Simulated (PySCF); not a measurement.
CH8BOPSi.
Geometry (PBE0-D3(BJ)/def2-SVP, Å), atoms numbered from 1 in this order:
```xyz
13
CH8BOPSi angstrom
B     -2.5387    0.1764   -0.0490
P     -1.3617   -0.5005   -1.3104
Si     0.5839   -0.8209   -0.2592
O      1.2737    0.6862   -0.2077
C      2.3085    1.0722    0.6538
H     -3.6918   -0.1764   -0.0289
H     -2.1499    1.0707    0.6629
H     -1.7923   -1.8198   -1.6106
H      1.3718   -1.8012   -1.0694
H      0.4662   -1.3539    1.1357
H      2.0950    0.8065    1.7058
H      3.2726    0.6116    0.3722
H      2.4247    2.1648    0.5953
```

Computed, not measured: PBE0-D3(BJ)/def2-SVP geometry optimisation, gas phase (PySCF).

Take the most abundant isotopes and a rigid rotor. The values belong to one conformer with, in the numbering `[BH2:1][PH:2][SiH2:3][O:4][CH3:5]`, H–B1–P2–Si3 -141° and 46°, B1–P2–Si3–O4 -80°, P2–Si3–O4–C5 162°.

Question: What are A, B and C (MHz)?

Answer: Ia = 78.70, Ib = 329.93, Ic = 366.93 u·Å²; 505379 MHz·u·Å²/I gives A = 6422, B = 1532, C = 1377 MHz.

Question: What kind of rotor is it?

Answer: A near-prolate asymmetric top: κ = (2 × 1532 − 6422 − 1377)/(6422 − 1377) = -0.94.

Question: Is it planar, by Δ = Ic − Ia − Ib?

Answer: Not planar: Δ = Ic − Ia − Ib = -41.70 u·Å². For a rigid frame Δ = −2 Σ m c², so Σ m c² = 20.85 u·Å² lies off the ab plane: 6.01 from hydrogen and 14.84 from heavier atoms. The atom farthest from that plane is 1.87 Å away.

Question: Where do the levels up to J = 4 lie, in K?

Answer: Above 0(0,0), as E/k:
J = 1: 1(0,1) 0.140, 1(1,1) 0.374, 1(1,0) 0.382
J = 2: 2(0,2) 0.419, 2(1,2) 0.646, 2(1,1) 0.668, 2(2,1) 1.372, 2(2,0) 1.373
J = 3: 3(0,3) 0.837, 3(1,3) 1.054, 3(1,2) 1.098, 3(2,2) 1.791, 3(2,1) 1.792, 3(3,1) 2.983, 3(3,0) 2.983
J = 4: 4(0,4) 1.394, 4(1,4) 1.597, 4(1,3) 1.671, 4(2,3) 2.350, 4(2,2) 2.352, 4(3,2) 3.542, 4(3,1) 3.542, 4(4,1) 5.211, 4(4,0) 5.211
Those of J = 1 are B + C, A + C and A + B.

Question: Which lines would a microwave search look for?

Answer: The dipole components are |μa| = 1.36 D, |μb| = 0.68 D, |μc| = 1.14 D. The squared components, which scale the intensities, stand as 1.00 : 0.25 : 0.70 (a : b : c). Some lines, for components of 0.1 D or more:

```
type  branch         J(Ka,Kc)    MHz  lower level (cm⁻¹)
   b       R  3(0,3) ← 2(1,2)   3974               0.449
   c       Q  4(1,4) ← 4(0,4)   4240               0.969
   c       R  1(1,0) ← 0(0,0)   7954               0.000
   a       R  3(0,3) ← 2(0,2)   8713               0.291
   a       R  3(2,2) ← 2(2,1)   8727               0.954
   c       Q  4(2,3) ← 4(1,3)  14136               1.162
   c       Q  3(2,2) ← 3(1,2)  14441               0.763
   b       R  2(2,0) ← 1(1,1)  20801               0.260
   c       R  3(2,1) ← 2(1,1)  23416               0.465
   b       Q  4(3,1) ← 4(2,2)  24795               1.635
   b       R  4(2,3) ← 3(1,2)  26074               0.763
   c       R  3(3,1) ← 2(2,1)  33566               0.954
   b       Q  4(4,0) ← 4(3,1)  34764               2.462
```

Question: Estimate the classical rotational partition function at 10 K, 25 K and 50 K.

Answer: Point group C1, symmetry number σ = 1; q = (√π/σ)·√((kT/h)³/(ABC)), k/h = 20836.6 MHz/K: 1450 at 10 K, 5730 at 25 K, 16200 at 50 K.

Whether it is a minimum is left open (no frequencies). These are rigid-rotor constants of the computed structure; measured ground-state constants (B0) also hold zero-point vibration. A rigid rotor knows nothing of internal rotation, which can split or shift real lines. Quadrupole hyperfine structure (11B) is left out.
